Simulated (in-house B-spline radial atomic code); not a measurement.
Inner-shell binding energies (edges) and X-ray emission energies of free atoms and ions, as differences of relaxed hole-state energies with first-order Breit, QED and recoil terms, without correlation or multiplet splittings, in NIST's listed ground configurations. For neutral atoms such line energies lie within some 1 to 5 eV of tabulated X-ray lines (up to 20 eV for the heaviest). K = 1s, L1 = 2s, L2 = 2p1/2, L3 = 2p3/2, M4 = 3d3/2. A dash marks a subshell that is part filled or wasn't run, or a line left out. Computed with a B-spline radial code for spherical atoms: Dirac-Hartree-Fock, average of the configuration, finite nuclei.

| ion | configuration | K edge (eV) | L1 edge (eV) | K-L3 (eV) | L2-M4 (eV) |
| --- | --- | --- | --- | --- | --- |
| Sm2+ | [Xe] 4f6 | 46850.9 | 7760.03 | 40116.3 | 6205.74 |
| Eu2+ | [Xe] 4f7 | ? | ? | ? | ? |
| Gd2+ | [Xe] 4f7 5d1 | 50263.1 | 8407.96 | 42993.5 | - |
| Tb2+ | [Xe] 4f9 | ? | ? | ? | ? |
| Dy2+ | [Xe] 4f10 | 53803 | 9069.96 | 45995.7 | 7249.62 |
| Ho2+ | [Xe] 4f11 | 55631.9 | 9417.39 | 47544.2 | 7527.4 |
| Er2+ | [Xe] 4f12 | 57497.9 | 9773.07 | 49124.8 | 7812.19 |

Task: Fill in the row of Eu2+.

Result: K edge (eV): 48535.5; L1 edge (eV): 8075.87; K-L3 (eV): 41540.1; L2-M4 (eV): 6456.89.

Task: Fill in the row of Tb2+.

Result: K edge (eV): 52011.5; L1 edge (eV): 8730.75; K-L3 (eV): 44479.8; L2-M4 (eV): 6978.7.
